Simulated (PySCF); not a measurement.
N-methylmethanimine cation (C₂H₅N), SMILES C=NC (connectivity only; charge and spin as stated), charge +1, multiplicity 2. Atoms are numbered in the order given.

```xyz
8

C      0.0478     1.2597     0.0000
N     -0.2080    -0.1142     0.0000
C      0.0663    -1.3122     0.0000
H     -0.3758     1.7092    -0.9017
H     -0.3758     1.7092     0.9017
H      1.1419     1.4043     0.0000
H      1.1148    -1.6472     0.0000
H     -0.7337    -2.0613     0.0000
```
Charge +1, spin multiplicity 2.

The structure is a stationary point at PBE0-D3(BJ)/def2-TZVP. The multiplicity is an assumed one; other spin states were not compared.

Method: PySCF with ωB97X/def2-TZVPD.

Isolated molecule, no solvent.

* **total energy**: -133.62069 hartree
* **point group**: Cs
* **α spin, highest occupied and lowest empty level**: -17.41 and -5.23 eV
* **β spin, highest occupied and lowest empty level**: -18.72 and -7.99 eV
* **dipole moment about the centre of nuclear charge**: 1.13 D
* **mean static polarisability**: 30.0 bohr³ (4.44 Å³)
* **polarisability, principal values**: 21.2, 24.5, 44.2 bohr³
* **⟨S²⟩**: 0.762 (pure state 0.75)
